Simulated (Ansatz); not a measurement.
Ti₂Cl₂ (the lowest singlet isomer of a short search), 4 atoms. Hardware: 4 threads of Arm Neoverse V1 on a shared host.

Correlated methods freeze 20 core orbitals; core or outer-core shells of Ti are correlated, in sets that lack core-valence functions.

Problem. How many basis functions does each of these Ansatz runs have, and roughly what does it cost? PBE0-D4/def2-TZVP, charge 0 unrestricted singlet, energy, from earlier orbitals; PBE-D4/def2-SVP, charge 0 triplet, relaxation, 14 steps; PBE0-D4/def2-TZVPD, charge 0 singlet, energy, from earlier orbitals; PBE-D4/def2-TZVP, charge 0 triplet, energy, from earlier orbitals; PBE-D4/def2-TZVPD, charge -1 doublet at the geometry of the charge 0 singlet, energy, from earlier orbitals; PBE0-D4/def2-SVP, charge 0 unrestricted singlet, energy with a search over starts; PBE0-D4/def2-SVP, charge 0 singlet, energy, from earlier orbitals; HF/def2-TZVP, charge 0 quintet, energy, from earlier orbitals; HF/def2-TZVP, charge 0 singlet, energy, from earlier orbitals; r2SCAN-D4/def2-TZVP, charge 0 unrestricted singlet, energy, from earlier orbitals; PBE-D4/def2-TZVP, charge 0 singlet, energy and forces, from earlier orbitals; PBE-QIDH/def2-TZVP, charge 0 quintet, energy, from earlier orbitals.

Solution. Other jobs shared the machine, so times can vary by a factor of up to 3. A dash marks memory too small to be measured apart from the calling script's.

```tsv
run	functions	fitting or Cholesky vectors	wall time	peak host memory (GiB)
PBE0-D4/def2-SVP, charge 0 singlet, energy, from earlier orbitals	98	1016	2.3 s	–
PBE-D4/def2-TZVP, charge 0 singlet, energy and forces, from earlier orbitals	164	1338	2.6 s	–
PBE0-D4/def2-TZVPD, charge 0 singlet, energy, from earlier orbitals	188	1596	5 s	0.64
PBE-D4/def2-TZVP, charge 0 triplet, energy, from earlier orbitals	164	1338	6 s	–
HF/def2-TZVP, charge 0 singlet, energy, from earlier orbitals	164	1822	9 s	0.68
HF/def2-TZVP, charge 0 quintet, energy, from earlier orbitals	164	1220	12 s	0.7
PBE0-D4/def2-TZVP, charge 0 unrestricted singlet, energy, from earlier orbitals	164	1220	15 s	0.67
PBE-QIDH/def2-TZVP, charge 0 quintet, energy, from earlier orbitals	164	1220	18 s	0.66
PBE-D4/def2-TZVPD, charge -1 doublet at the geometry of the charge 0 singlet, energy, from earlier orbitals	188	1412	20 s	0.6
PBE-D4/def2-SVP, charge 0 triplet, relaxation, 14 steps	98	1150	27 s	–
r2SCAN-D4/def2-TZVP, charge 0 unrestricted singlet, energy, from earlier orbitals	164	1338	30 s	0.58
PBE0-D4/def2-SVP, charge 0 unrestricted singlet, energy with a search over starts	98	1016	45 s	–
```
